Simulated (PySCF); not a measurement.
Isomers of C9H12O, one GFN2-xTB conformer each. Single-point energies are computed at PBE0/pcSseg-1 (PySCF, gas phase, no added dispersion term), electronic only.

**Question.** Rank them by PBE0/pcSseg-1 energy, lowest first (kJ/mol).
A. `[CH3:1][CH2:2][C:3]1=[CH:4][C@@H:5]2[O:6][C@H:7]1[CH:8]=[C:9]2[CH3:10]` with C1–C2–C3–C4 4°
B. `[CH3:1][O:2][c:3]1[cH:4][c:5]([CH3:6])[cH:7][cH:8][c:9]1[CH3:10]` with C1–O2–C3–C4 0°

**Answer.** B (0.0), A (202.3).

As drawn, the lower has an aromatic ring, which the higher lacks; the higher has a C=C bond outside aromatic rings, which the lower lacks. GFN2-xTB itself gives, in the same order: 0.0, 140.9. Both levels put the same isomer lowest.

**Question.** Which frontier levels, dipoles and rotational constants go with these structures?

**Answer.** 
| SMILES | HOMO (eV, PBE0/pcSseg-1) | LUMO (eV) | dipole (D) | A, B, C (MHz) |
| --- | --- | --- | --- | --- |
| COc1cc(C)ccc1C | -6.16 | 0.13 | 1.47 | 1871, 1173, 731.0 |
| CCC1=C[C@@H]2O[C@H]1C=C2C | -6.05 | -0.28 | 2.06 | 2655, 946.7, 889.7 |
